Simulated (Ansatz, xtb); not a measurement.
# Two isomers of H10Si3Sn

We compare a, `[SiH3][SiH2][SnH2][SiH3]`, a singlet, with b, `[SiH3][SiH]([SiH3])[SnH3]`, a singlet. Both are isolated molecules in the gas phase, relaxed with PBE0-D3(BJ)/def2-SVP; the shapes shown needn't be the lowest conformers.

a (Å):

```xyz
14

Si   -1.2473   -1.4982   -0.4171
Si    0.6854   -0.1984   -0.1626
Si   -2.2138    2.4865    1.1211
Sn   -0.0167    2.2766   -0.1955
H    -2.1708   -1.2099    0.7247
H    -1.9395   -1.1239   -1.6893
H    -0.9478   -2.9628   -0.4397
H     1.3222   -0.5119    1.1558
H     1.6726   -0.4971   -1.2474
H    -0.2671    2.7843   -1.8156
H     1.2020    3.2703    0.4907
H    -2.6404    3.9129    1.2548
H    -3.2884    1.7266    0.4114
H    -2.0425    1.9034    2.4871
```

b (Å):

```xyz
14

Si   -2.8428    1.2979   -1.3840
Si   -0.8735    1.7950   -0.2156
Si   -0.4685    0.1115    1.3631
Sn    1.0975    1.9253   -1.8628
H    -4.0058    1.1949   -0.4493
H    -3.1328    2.3504   -2.4060
H    -2.6694   -0.0140   -2.0813
H    -1.0203    3.1143    0.4812
H     0.7886    0.3894    2.1237
H    -1.6059    0.0008    2.3280
H    -0.3181   -1.1929    0.6465
H     2.5568    2.2756   -1.0344
H     0.8243    3.1421   -3.0391
H     1.2721    0.4200   -2.6645
```

Problem. Estimate which is lower in electronic energy at CCSD(T)/def2-SVP + ΔMP2/def2-TZVPP, and by roughly how much.

Solution. The CCSD(T)/def2-SVP + ΔMP2/def2-TZVPP calculation puts structure a lower, by 4.4 kcal/mol.

Level by level:

```tsv
level	geometry	E(b) − E(a) (kcal/mol)	departure from the last row (kcal/mol)	job, with rough time for the two
PBE0-D3(BJ)/def2-SVP	PBE0-D3(BJ)/def2-SVP	+3.4	−1.0	optimisation, 7 min
HF/def2-SVP	PBE0-D3(BJ)/def2-SVP	+4.4	0.0	part of the CCSD(T) run
MP2/def2-SVP	PBE0-D3(BJ)/def2-SVP	+3.5	−0.9	part of the CCSD(T) run
CCSD(T)/def2-SVP	PBE0-D3(BJ)/def2-SVP	+3.5	−0.9	single point
CCSD(T)/def2-SVP + ΔMP2/def2-TZVPP	PBE0-D3(BJ)/def2-SVP	+4.4		single point, 4.2 min
```

As drawn, b has 1 Si–Si, 1 Sn–H in place of 1 Si–Sn, 1 Si–H.

The levels shown agree on the order. The largest departure from CCSD(T)/def2-SVP + ΔMP2/def2-TZVPP is that of PBE0-D3(BJ)/def2-SVP, 1.0 kcal/mol. Levels run at GFN2-xTB geometries aren't shown. The last row adds to CCSD(T) the change of the MP2 difference between the two basis sets, here +0.9 kcal/mol.

With harmonic frequencies from PBE0-D3(BJ)/def2-SVP (ideal gas, rigid rotor, one conformer each, 600 K, 1 atm): on the last row, ΔE + ΔZPE = +3.8 kcal/mol. A mode under 50 cm⁻¹ makes harmonic enthalpies and free energies unreliable, so none is given.

The correlated steps freeze 19 core orbitals; the filled d shell of Sn is correlated, in a basis made for valence electrons. Atoms past krypton carry core potentials in the def2 sets and no spin–orbit term is included. Programs: Ansatz 0.2.0; the last row on 2 threads of AMD EPYC (Zen 3) on a shared host.
